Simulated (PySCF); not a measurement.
Electron correlation in Si⁻ (silicon, charge -1)

[Ne] 3s2 3p3, high-spin 4S determinant. Computed with PySCF 2.14 in def2-TZVPPD (6s5p4d1f, 48 functions), with the non-relativistic Hamiltonian (point nucleus). Frozen: 1s2; 13 electrons correlated.

```csv
level,correlation energy (mhartree)
CCSD,-238.06
(T),-5.95
CCSD(T),-244.01
```

Diagnostics: T1 = 0.0059, D1 = 0.0173, largest double amplitude 0.048.

Cost of the coupled-cluster step: about 2.1 core-seconds, for 13 correlated electrons.

Iterations:

```
CC2 = 0
CCSD nocc = (np.int64(8), np.int64(5)), nmo = (47, 47)
frozen orbitals [[0], [0]]
max_cycle = 100
direct = 0
conv_tol = 1e-08
conv_tol_normt = 1e-06
diis_space = 8
diis_start_cycle = 0
Init t2, MP2 energy = -0.222360645505846
Init E_corr(UCCSD) = -0.222360645507091
cycle = 1  E_corr(UCCSD) = -0.233956992025992  dE = -0.0115963465  norm(t1,t2) = 0.0477463
cycle = 2  E_corr(UCCSD) = -0.237033622326888  dE = -0.0030766303  norm(t1,t2) = 0.0136128
cycle = 3  E_corr(UCCSD) = -0.238066486547715  dE = -0.00103286422  norm(t1,t2) = 0.00510394
cycle = 4  E_corr(UCCSD) = -0.238076586635291  dE = -1.01000876e-05  norm(t1,t2) = 0.00091003
cycle = 5  E_corr(UCCSD) = -0.238059764427228  dE = 1.68222081e-05  norm(t1,t2) = 0.000206591
cycle = 6  E_corr(UCCSD) = -0.238063889273183  dE = -4.12484596e-06  norm(t1,t2) = 5.91407e-05
cycle = 7  E_corr(UCCSD) = -0.238063675156866  dE = 2.14116317e-07  norm(t1,t2) = 1.99848e-05
cycle = 8  E_corr(UCCSD) = -0.238063638482121  dE = 3.66747457e-08  norm(t1,t2) = 6.38477e-06
cycle = 9  E_corr(UCCSD) = -0.238063636895362  dE = 1.58675895e-09  norm(t1,t2) = 1.76863e-06
cycle = 10  E_corr(UCCSD) = -0.238063643046075  dE = -6.15071305e-09  norm(t1,t2) = 3.29766e-07
UCCSD converged
E(UCCSD) = -289.1143882820471  E_corr = -0.2380636430460746
UCCSD(T) correction = -0.00594650941459284
```

This basis was not built for core-valence correlation, so the inner-shell part is incomplete.
